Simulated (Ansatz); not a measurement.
Reaction (cleavage of the B–B bond): `OBBS` + CH₃OH → `COBO` + `BS`

Computed with Ansatz on PBE0-D4/def2-TZVP structures; ΔE is electronic, products minus reactants. CBS: MP2 limit from def2 TZ/QZ plus the TZ coupled-cluster correction, frozen cores. This one scheme is used for every species. Functionals use def2-TZVPP. HSE06 is defined as in plane-wave codes. Each species was taken in one conformer, which may not be the lowest.

`OBBS`:

```xyz
8

O     0.066   -0.723   -1.784
B     0.496   -0.657   -0.500
B     0.023    0.614    0.502
S    -1.510    0.520    1.383
H     0.418   -1.476   -2.266
H     1.247   -1.517   -0.099
H     0.718    1.571    0.684
H    -1.457    1.669    2.080
```

CH₃OH:

Z-matrix (Å, degrees):
```
C
O 1 1.409
H 1 1.097 2 112.4
H 1 1.090 2 107.0 3 -118.5
H 1 1.097 2 112.4 3 123.0
H 2 0.959 1 108.5 3 -61.6
```

`COBO`:

Cartesian coordinates in Å:
```
C -0.255 1.016 -0.862
O -0.320 -0.287 -0.326
B 0.345 -0.627 0.806
O 0.254 -1.893 1.282
H 0.365 1.673 -0.246
H -1.264 1.430 -0.921
H 0.164 0.970 -1.870
H 1.017 0.165 1.405
H -0.307 -2.448 0.731
```

`BS`:

Cartesian coordinates in Å:
```
B -0.325 0.308 0.368
S 1.194 -0.367 -0.224
H -0.250 0.964 1.360
H -1.354 0.112 -0.198
H 0.735 -1.016 -1.308
```

**Question.** Is it downhill or uphill in electronic energy at CCSD(T)/CBS, and by how much? (Best estimate.)

**Answer.** Ansatz gave: Downhill: ΔE = -163.4 kJ/mol.

**Question.** What do these levels give: LDA (SPW92), PBE-D4, HSE06-D4, CAM-B3LYP-D4, ωB97X-V, B2PLYP, PBE-QIDH, revPBE, r2SCAN0, LC-ωPBE, RPA@PBE/def2-TZVPP, MP2/CBS(def2)? (Estimate.)

**Answer.** Computed: LDA (SPW92) -166.2, PBE-D4 -154.2, HSE06-D4 -157.7, CAM-B3LYP-D4 -171.1, ωB97X-V -163.4, B2PLYP -169.6, PBE-QIDH -165.4, revPBE -150.5, r2SCAN0 -167.8, LC-ωPBE -160.6, RPA@PBE/def2-TZVPP -162.8, MP2/CBS(def2) -168.0 kJ/mol.

Largest T1 diagnostic among the species: 0.016.

Leaving LDA and LC-ωPBE aside and taking each functional with its dispersion term where it has one, the values, not all of them listed here, spread over 20.2 kJ/mol, from BHLYP-D4 to revPBE-D4. LDA lies −11.4 kJ/mol from PBE without D4. From BLYP to BHLYP (50 % exact exchange), in def2-TZVPP and without D4, ΔE moves by −9.1 kJ/mol. In def2-TZVPP, CCSD(T) changes the Hartree–Fock value by +12.1 kJ/mol (the triples alone add +0.5 kJ/mol) and MP2 by +7.5 kJ/mol.
